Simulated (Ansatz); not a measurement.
Dissociation curve of SMILES [BH3-]C#[O+] (CH3BO). The B1–C5 bond (B1 also carries H, H, H; C5 carries O) is pulled apart rigidly from the PBE0/def2-TZVP optimised geometry.

Computed with CCSD(T) on UHF/cc-pVTZ, frozen core (Ansatz, an electronic-structure program).

**Question.** Relative to R = 1.55 Å, what are the energies at R = 1.41, 1.77, 3.30, 4.05 Å?

**Answer.** 0.246 eV at 1.41 Å, 0.244 eV at 1.77 Å, 1.492 eV at 3.30 Å, 1.562 eV at 4.05 Å.
